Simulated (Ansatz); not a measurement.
Two members of one family (Series SiX4), computed with Ansatz in the gas phase. The two geometries come from different levels. Binding counts from free atoms in the multiplicity of their measured ground term, without zero-point energy. A dash marks a value that wasn't run or was left out as unsound. The structures are stationary points that may keep the symmetry of their start. Remarks come from the PBE and PBE0 runs and from stability tests at other levels; not every state was tested. HOMO above LUMO (over both spins in singlets and doublets, within one spin in higher multiplets; at PBE or PBE0), or a gap under 0.15 eV within one spin, warns that the state may not be the lowest or that an electron is smeared out.

First: SiH4 (singlet, charge 0, PBE0-D4/def2-TZVP geometry).

```
atom    x (Å)    y (Å)    z (Å)
 Si1  -0.0002   0.0000  -0.0001
  H2  -1.4186   0.0257  -0.4363
  H3   0.3220   1.2636   0.7102
  H4   0.8804  -0.1386  -1.1871
  H5   0.2164  -1.1507   0.9133
```

| level | HOMO (eV) | LUMO (eV) | gap (eV) | vertical IE (eV) | binding per atom (eV) |
| --- | --- | --- | --- | --- | --- |
| PBE-D4/def2-TZVP | -8.51 | 0.24 | 8.74 | 12.15 | 2.73 |
| r2SCAN-D4/def2-TZVP | -8.86 | 0.71 | 9.57 | 12.30 | 2.79 |
| B3LYP-D4/6-31G | -9.69 | 1.58 | 11.27 | – | 2.63 |
| PBE0-D4/def2-SVP | -9.85 | 1.50 | 11.35 | – | 2.73 |
| PBE0-D4/def2-TZVP | -9.86 | 1.07 | 10.93 | 12.44 | 2.74 |

Second: Si(OH)4 (singlet, charge 0, PBE-D4/def2-SVP geometry).

```csv
atom,x (Å),y (Å),z (Å)
Si1,0.000,0.000,0.000
O2,0.772,-1.443,-0.310
H3,1.092,-1.520,-1.225
O4,-0.974,-0.274,1.323
H5,-1.333,-1.179,1.357
O6,-0.766,0.424,-1.417
H7,-0.958,1.376,-1.480
O8,0.968,1.294,0.404
H9,1.199,1.322,1.349
```

Question: What does the change do? Estimate second minus first.

Answer: 
```
              level  Δ HOMO (eV)  Δ LUMO (eV)  Δ gap (eV)  Δ vertical IE (eV)  Δ binding per atom (eV)
   PBE-D4/def2-TZVP         1.12        -0.87       -1.99               -1.50                     1.63
r2SCAN-D4/def2-TZVP         1.06        -0.67       -1.73               -1.37                     1.51
     B3LYP-D4/6-31G         0.86        -1.60       -2.46                   –                     1.00
   PBE0-D4/def2-SVP         1.02        -0.60       -1.62                   –                     1.43
  PBE0-D4/def2-TZVP         0.69        -0.79       -1.48               -1.04                     1.48
```

Remarks: gap within one spin near zero at PBE or PBE0 (+1 doublet).
